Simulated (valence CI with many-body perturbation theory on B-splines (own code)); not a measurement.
The numbers below are computed, except where a source is named.
## Energy levels of Nd10+

Method: configuration interaction combined with many-body perturbation theory (CI+MBPT): four valence electrons over a frozen Dirac-Fock core [Kr] 4d10, a basis of 7 s, 7 p, 7 d, 7 f, 4 g, 2 h functions for each j, with the one-electron correlation potential Σ1 (screened to all orders), the two-electron term Σ2, the three-electron term Σ3, Breit, model QED; selected single and double excitations, second order for the rest, scaled by the run's own slope (own B-spline code, finite nucleus).

No measured spectrum was set against this ion. As an estimate, terms of the open shell hold to a few per cent of their energy, and close levels can change places; configurations with another count of f electrons can be misplaced by thousands of cm⁻¹. Among the levels kept, up to 300 cm⁻¹ of a level comes from second order outside the variational space, and about a tenth of that is noise between levels of different J, which matters for small intervals.

Levels 46 to 90 of 212, with energies above the lowest level, 4f 5s2 5p 3G_3. "Leading %" is the weight of the configuration and term that name the level; weights of strongly mixed levels are sums over their largest components and can fall short.

| No. | Configuration | Term | J | E (cm⁻¹) | Leading % | g | Second component |
| --- | --- | --- | --- | --- | --- | --- | --- |
| 46 | 4f2 5s 5p | 5G° | 5 | 158660 | 32 | 1.186 | 15 % 4f2 5s 5p 5F° |
| 47 | 4f2 5s 5p | 5D° | 4 | 158780 | 26 | 1.326 | 20 % 4f 5s 5p2 5D° |
| 48 | 4f2 5s 5p | 5D° | 3 | 158980 | 31 | 1.240 | 17 % 4f2 5s 5p 5G° |
| 49 | 4f2 5s 5p | 3H° | 4 | 159220 | 23 | 1.024 | 15 % 4f2 5s 5p 3G° |
| 50 | 4f2 5s 5p | 5D° | 4 | 161310 | 22 | 1.258 | 15 % 4f 5s 5p2 5D° |
| 51 | 4f2 5s 5p | 3I° | 5 | 162850 | 41 | 1.009 | 18 % 4f2 5s 5p 1H° |
| 52 | 4f2 5s 5p | 3H° | 4 | 163700 | 24 | 1.028 | 17 % 4f2 5s 5p 3F° |
| 53 | 4f2 5s 5p | 3G° | 3 | 164170 | 44 | 0.908 | 18 % 4f2 5s 5p 3F° |
| 54 | 4f2 5s 5p | 3F° | 2 | 166010 | 38 | 0.905 | 27 % 4f2 5s 5p 1D° |
| 55 | 4f2 5s 5p | 3G° | 5 | 166360 | 36 | 1.087 | 30 % 4f2 5s 5p 3H° |
| 56 | 4f2 5s 5p | 3H° | 4 | 167080 | 35 | 1.016 | 30 % 4f2 5s 5p 3F° |
| 57 | 4f2 5s 5p | 3G° | 3 | 167560 | 34 | 0.909 | 10 % 4f 5s 5p2 3G° |
| 58 | 4f2 5s 5p | 3I° | 6 | 168980 | 35 | 1.096 | 24 % 4f2 5s 5p 3H° |
| 59 | 4f2 5s 5p | 3D° | 2 | 169030 | 23 | 1.292 | 16 % 4f2 5s 5p 5D° |
| 60 | 4f 5s 5p2 | 3G° | 3 | 169200 | 12 | 1.043 | 11 % 4f 5s 5p2 3D° |
| 61 | 4f3 5s | 5I° | 4 | 169260 | 97 | 0.606 |  |
| 62 | 4f2 5s 5p | 5D° | 0 | 169790 | 93 |  |  |
| 63 | 4f2 5s 5p | 3H° | 5 | 169950 | 27 | 1.082 | 19 % 4f2 5s 5p 3G° |
| 64 | 4f3 5s | 5I° | 5 | 170640 | 84 | 0.930 | 5 % 4f2 5s 5p 3H° |
| 65 | 4f2 5s 5p | 5D° | 1 | 170850 | 78 | 1.446 | 5 % 4f2 5s 5p 5P° |
| 66 | 4f2 5s 5p | 3D° | 3 | 171360 | 45 | 1.207 | 15 % 4f2 5s 5p 3F° |
| 67 | 4f3 5s | 5I° | 6 | 172090 | 98 | 1.071 |  |
| 68 | 4f2 5s 5p | 3G° | 4 | 172740 | 35 | 1.043 | 24 % 4f2 5s 5p 1G° |
| 69 | 4f2 5s 5p | 5S° | 2 | 173560 | 35 | 1.381 | 30 % 4f2 5s 5p 3F° |
| 70 | 4f3 5s | 5I° | 7 | 173830 | 99 | 1.178 |  |
| 71 | 4f2 5s 5p | 5D° | 2 | 175590 | 30 | 1.384 | 29 % 4f2 5s 5p 3P° |
| 72 | 4f2 5s 5p | 3I° | 6 | 175690 | 54 | 1.019 | 21 % 4f2 5s 5p 3K° |
| 73 | 4f3 5s | 5I° | 8 | 175730 | 99 | 1.249 |  |
| 74 | 4f 5s 5p2 | 5G° | 3 | 177640 | 32 | 1.096 | 23 % 4f 5s 5p2 5D° |
| 75 | 4f2 5s 5p | 5S° | 2 | 177730 | 26 | 1.423 | 16 % 4f2 5s 5p 3P° |
| 76 | 4f2 5s 5p | 3S° | 1 | 178060 | 50 | 1.859 | 21 % 4f2 5s 5p 5P° |
| 77 | 4f 5s 5p2 | 5G° | 4 | 179000 | 58 | 1.245 | 28 % 4f 5s 5p2 5D° |
| 78 | 4f2 5s 5p | 3F° | 3 | 179150 | 24 | 1.149 | 17 % 4f2 5s 5p 3G° |
| 79 | 4f2 5s 5p | 3I° | 5 | 180080 | 73 | 0.886 | 13 % 4f2 5s 5p 3H° |
| 80 | 4f 5s 5p2 | 5D° | 2 | 180100 | 32 | 1.096 | 23 % 4f 5s 5p2 5F° |
| 81 | 4f2 5s 5p | 3D° | 1 | 180770 | 37 | 1.172 | 24 % 4f2 5s 5p 3P° |
| 82 | 4f2 5s 5p | 3I° | 7 | 181070 | 64 | 1.103 | 26 % 4f2 5s 5p 3K° |
| 83 | 4f2 5s 5p | 5H° | 5 | 182570 | 27 | 1.170 | 16 % 4f2 5s 5p 5G° |
| 84 | 4f2 5s 5p | 5H° | 6 | 182780 | 45 | 1.195 | 30 % 4f2 5s 5p 5I° |
| 85 | 4f3 5s | 5F° | 1 | 182960 | 43 | 0.232 | 34 % 4f 5s 5p2 5F° |
| 86 | 4f 5s 5p2 | 5G° | 5 | 183510 | 45 | 1.227 | 13 % 4f 5s 5p2 5F° |
| 87 | 4f2 5s 5p | 1S° | 0 | 183670 | 68 |  | 23 % 4f2 5s 5p 3P° |
| 88 | 4f2 5s 5p | 5G° | 4 | 183810 | 27 | 0.994 | 27 % 4f2 5s 5p 5H° |
| 89 | 4f3 5s | 5F° | 3 | 184660 | 27 | 1.247 | 16 % 4f2 5s 5p 5D° |
| 90 | 4f2 5s 5p | 5I° | 7 | 184670 | 62 | 1.217 | 37 % 4f2 5s 5p 5H° |

Names give the largest LS component (configuration and term), which can be under half, so a name can repeat, a term be missing and a line seem to break the LS rules; names also repeat where a configuration has a term twice.

Where two levels of one J and parity lie close, their mixing, g and order are uncertain.
